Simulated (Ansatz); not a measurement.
The lowest singlet and triplet of CHF (SMILES [CH]F); geometries from B3LYP-D3(BJ)/def2-TZVP, each state relaxed from the structure named, with no frequency check.
Singlet at the triplet's geometry (charge 0, multiplicity 1):
```xyz
3

C     -0.62036     0.33517     0.00000
F      0.58201    -0.19177     0.00000
H     -1.51596    -0.28508     0.00000
```

A positive gap puts the triplet lower; no zero-point energy. R- takes a restricted singlet. U- takes an unrestricted singlet (broken symmetry where lower, unprojected). The triplet is unrestricted in single-reference levels. Active spaces average the two states.

Frozen-core correlation.

The values were computed with Ansatz (Gaussian orbitals). Each number belongs to the level named beside it.

| level | gap E(singlet) − E(triplet), vertical, at the triplet's geometry (eV) |
|---|---|
| U-wB97X-V/def2-TZVPP (spin-contaminated) | -0.278 |
| R-wB97M-V/def2-TZVPP | -0.265 |
| U-MP2/cc-pVTZ (spin-contaminated) | -0.034 |
| R-MP2/cc-pVQZ | -0.062 |
| U-MP2/cc-pVQZ (spin-contaminated) | -0.050 |
| R-CCSD/cc-pVQZ | -0.133 |
| U-CCSD(T)/cc-pVTZ (spin-contaminated) | -0.163 |
| FIC-MRCISD+Q on SA-CASSCF(2,2)/cc-pVDZ | … |
| FIC-MRCISD+Q on SA-CASSCF(2,2)/cc-pVQZ | … |

Problem. Some entries are withheld; supply them.

Solution. 
- FIC-MRCISD+Q on SA-CASSCF(2,2)/cc-pVDZ, gap E(singlet) − E(triplet), vertical, at the triplet's geometry (eV): -0.113
- FIC-MRCISD+Q on SA-CASSCF(2,2)/cc-pVQZ, gap E(singlet) − E(triplet), vertical, at the triplet's geometry (eV): -0.199

Doubts at one or more of the structures used: a restricted determinant that unrestricted orbitals would lower (R-wB97M-V/def2-TZVPP, R-MP2/cc-pVQZ, R-CCSD/cc-pVQZ); T1 above 0.05 (U-CCSD(T)/cc-pVTZ (spin-contaminated)).

Ansatz is a first-principles code.
